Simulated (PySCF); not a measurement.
Computed IR spectrum (relative IR intensity) of a molecule C₅H₆F₂. The structure is a stationary point at PBE-D3(BJ)/def2-SVP. The values are those of a single conformer. The numbers are results of PBE-D3(BJ)/def2-SVP in PySCF, not measurements. Harmonic, unscaled wavenumbers; measured fundamentals usually lie a few per cent lower.

ν (cm⁻¹): 480 (w), 565 (w), 701 (w), 734 (w), 875 (m), 940 (w), 965 (w), 1001 (vw), 1004 (m), 1082 (s), 1243 (vs), 1259 (m), 1298 (m), 1359 (s), 1384 (w), 1394 (w), 1400 (w), 1630 (w), 1705 (s), 2967 (m), 3034 (w), 3107 (vw), 3121 (w) (against the strongest line: vs over 80 %, s over 45 %, m over 15 %, w over 4 %, vw less)

Task: Which structure fits?
(A) C=C/C(F)=C(\C)F
(B) C=CC/C(F)=C/F
(C) C=CC(F)(F)C=C
(D) C=C(F)/C(C)=C/F

Result: A, C=C/C(F)=C(\C)F
